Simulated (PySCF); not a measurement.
Tc+: excitation energy

Tc+ [Kr] 4d5 5s1 (7S) → Tc+ [Kr] 4d6 (5D), as a difference of total energies. Computed with PySCF 2.14 in aug-cc-pVTZ-PP with one added diffuse shell each of s, p, d, f, g type with ECP28MDF (7s7p6d4f3g, 113 functions), with a scalar-relativistic core potential. Correlated levels: valence: 4s2 4p6 frozen. The calculations carry no spin-orbit coupling.

| method | excitation energy (eV) |
| --- | --- |
| UHF | 1.497 |
| LDA | 0.777 |
| PBE | 0.691 |
| PBE0 | 0.692 |
| r2SCAN | 1.225 |
| B3LYP | 0.413 |
| LC-wPBE | 0.432 |
| TPSSh | 0.619 |
| MP2 (valence) | 0.749 |
| SCS-MP2 (valence) | 0.121 |

Problem. How much does correlation contribute at MP2 (valence)?

Solution. 0.749 − (1.497) = -0.748 eV, measured against UHF.
